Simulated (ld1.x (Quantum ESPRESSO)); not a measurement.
# u(r) = r·R(r): atom against pseudo-atom (Pd (Z = 46))

Columns: radius, all-electron u(r) and pseudo u(r) of the 5s shell (level -3.32 eV) of palladium in the configuration [Kr] 4d10 5s0 5p0; PBE, scalar-relativistic, TM scheme, ld1.x (Quantum ESPRESSO) 7.5.

```json
{"r (bohr)": "0.215", "all-electron": "0.1070", "pseudo": "0.0393"}
{"r (bohr)": "0.430", "all-electron": "0.0127", "pseudo": "0.0798"}
{"r (bohr)": "0.645", "all-electron": "-0.2224", "pseudo": "0.1227"}
{"r (bohr)": "0.860", "all-electron": "-0.2165", "pseudo": "0.1692"}
{"r (bohr)": "1.075", "all-electron": "-0.0669", "pseudo": "0.2202"}
{"r (bohr)": "1.290", "all-electron": "0.1130", "pseudo": "0.2759"}
{"r (bohr)": "1.505", "all-electron": "0.2711", "pseudo": "0.3358"}
{"r (bohr)": "1.720", "all-electron": "0.3928", "pseudo": "0.3974"}
{"r (bohr)": "1.935", "all-electron": "0.4788", "pseudo": "0.4567"}
{"r (bohr)": "2.150", "all-electron": "0.5347", "pseudo": "0.5084"}
{"r (bohr)": "2.365", "all-electron": "0.5667", "pseudo": "0.5473"}
{"r (bohr)": "2.580", "all-electron": "0.5804", "pseudo": "0.5702"}
{"r (bohr)": "2.795", "all-electron": "0.5803", "pseudo": "0.5766"}
{"r (bohr)": "3.010", "all-electron": "0.5702", "pseudo": "0.5695"}
{"r (bohr)": "3.225", "all-electron": "0.5530", "pseudo": "0.5529"}
{"r (bohr)": "3.440", "all-electron": "0.5308", "pseudo": "0.5308"}
{"r (bohr)": "3.655", "all-electron": "0.5054", "pseudo": "0.5054"}
{"r (bohr)": "3.870", "all-electron": "0.4781", "pseudo": "0.4781"}
{"r (bohr)": "4.085", "all-electron": "0.4498", "pseudo": "0.4498"}
{"r (bohr)": "4.300", "all-electron": "0.4213", "pseudo": "0.4213"}
{"r (bohr)": "4.515", "all-electron": "0.3931", "pseudo": "0.3931"}
{"r (bohr)": "4.730", "all-electron": "0.3655", "pseudo": "0.3655"}
{"r (bohr)": "4.945", "all-electron": "0.3388", "pseudo": "0.3388"}
{"r (bohr)": "5.160", "all-electron": "0.3131", "pseudo": "0.3131"}
{"r (bohr)": "5.375", "all-electron": "0.2887", "pseudo": "0.2887"}
{"r (bohr)": "5.590", "all-electron": "0.2656", "pseudo": "0.2656"}
```

How many radial nodes do the two functions have?

The all-electron 5s function has n − l − 1 = 4 (the table is too coarse to show those close to the nucleus); the pseudo-wave has 0, since the states of the same l below it are removed with the core.

At about which radius was the pseudo-wave matched?

3.46 bohr. The columns agree to 0.0005 from 3.23 bohr on; several derivatives are matched, so the curves merge somewhat inside the radius.

Is the pseudo-wave norm-conserving?

Yes: the TM scheme keeps the norm inside the radius equal to the all-electron one, which fixes the energy derivative of the logarithmic derivative at the level.
